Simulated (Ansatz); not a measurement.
Reaction (SMILES): [Br][Cd][Br] → [Br][Cd] + Br atom (the Br-Cd bond at the site shown breaks; other sites are not compared here)
Each molecule is optimised on its own at B3LYP-D3(BJ)/def2-TZVP (Ansatz, a program for electronic structure). Frequencies are from Ansatz. [Br][Cd]: The spin state was set by rule; other spins were not relaxed.

Quantity: bond dissociation energy (enthalpy at 298 K, with B3LYP-D3(BJ) rigid-rotor harmonic-oscillator terms), in kJ/mol. Correlated levels leave the core frozen unless marked. Open shells are spin-unrestricted. No spin-orbit coupling. Frozen are the shells of the preceding noble gas and the d and f shells that filled before the atom's block. Past Kr the def2 sets carry scalar-relativistic core potentials. STO-3G rows are all-electron and non-relativistic. CBS(X,Y): correlation extrapolated as X^-3; Hartree-Fock from the larger set. [CCSD(T)-MP2]/basis is that difference in the basis named.

```json
[
 {"level": "HF/def2-SVP", "program": "Ansatz", "bond dissociation energy (kJ/mol)": "250.0"},
 {"level": "HF/def2-TZVPPD", "program": "Ansatz", "bond dissociation energy (kJ/mol)": "247.1"},
 {"level": "HF/def2-QZVPP", "program": "Ansatz", "bond dissociation energy (kJ/mol)": "249.4"},
 {"level": "r2SCAN/def2-TZVPD", "program": "Ansatz", "bond dissociation energy (kJ/mol)": "340.7"},
 {"level": "PBE0-D3(BJ)/def2-TZVPD", "program": "Ansatz + dftd3", "bond dissociation energy (kJ/mol)": "339.5"},
 {"level": "PBE0/def2-QZVPP", "program": "Ansatz", "bond dissociation energy (kJ/mol)": "341.7"},
 {"level": "BHLYP-D4/def2-TZVPD", "program": "Ansatz + dftd4", "bond dissociation energy (kJ/mol)": "321.2"},
 {"level": "B2PLYP-D4/def2-TZVPD", "program": "Ansatz + dftd4", "bond dissociation energy (kJ/mol)": "330.0"},
 {"level": "RPA@PBE/def2-TZVPP", "program": "Ansatz", "bond dissociation energy (kJ/mol)": "288.3"},
 {"level": "RPA@PBE/def2-QZVPP", "program": "Ansatz", "bond dissociation energy (kJ/mol)": "300.9"},
 {"level": "MP2/STO-3G", "program": "Ansatz", "bond dissociation energy (kJ/mol)": "510.3"},
 {"level": "MP2/def2-SVP", "program": "Ansatz", "bond dissociation energy (kJ/mol)": "336.1"},
 {"level": "CCSD/def2-TZVPP", "program": "Ansatz", "bond dissociation energy (kJ/mol)": "318.7"},
 {"level": "CCSD(T)/def2-SVP", "program": "Ansatz", "bond dissociation energy (kJ/mol)": "323.0"},
 {"level": "RI-MP2/CBS(def2-TZVPPD,def2-QZVPPD)+[CCSD(T)-MP2]/def2-TZVPPD", "program": "Ansatz", "bond dissociation energy (kJ/mol)": "352.0"}
]
```
